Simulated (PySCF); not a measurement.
# Relaxation of singlet SeH₇⁻

These are results of PySCF, PBE0, basis Se def2-TZVPD, H def2-TZVPD (no relativity, density fitting), not measurements. A (50,194) grid was used.

A hand-made capped octahedral start, of C3v symmetry, held to at least that symmetry:

Coordinates in bohr (charge -1 multiplicity 1):
```
Se    0.0000    0.0000    0.0049
H    -0.0004    0.0000    2.8017
H     2.7014    0.0001    0.7292
H    -1.3509    2.3395    0.7287
H    -1.3508   -2.3396    0.7287
H     1.0714    1.8555   -1.7926
H    -2.1423   -0.0001   -1.7931
H     1.0715   -1.8554   -1.7926
```

Optimiser trace:
```
step  E − E(last) (kJ/mol)  largest gradient (Eh/bohr)
   0                424.19                     0.07180
   1                311.45                     0.03599
   2                282.94                     0.02258
   3                272.45                     0.01977
   4                228.63                     0.08299
   5                137.74                     0.08894
   6                 60.25                     0.02358
   7                 36.87                     0.01374
   8                 25.53                     0.02208
   9                 22.95                     0.01559
  10                 21.05                     0.00304
  11                 20.23                     0.00305
  12                 18.62                     0.00984
  13                 16.15                     0.01827
  14                 14.50                     0.02217
  15                 11.72                     0.02179
  16                  5.73                     0.00906
  17                  1.66                     0.00457
  18                  0.42                     0.00344
  19                  0.43                     0.00408
  20                  0.01                     0.00037
  21                  0.00                     0.00004
```

It ends at C3v with Se–H 1.591 Å (×3), Se–H 1.939 Å (×3); H–Se–H 60.7° (×3), H–Se–H 80.3° (×3), H–Se–H 109.0° (×6), H–Se–H 167.6° (×3). The molecule has come apart into SeH₆ + H. A frequency run shows 2 imaginary modes (one degenerate set), down to 1581i cm⁻¹, so it is a higher-order saddle point.
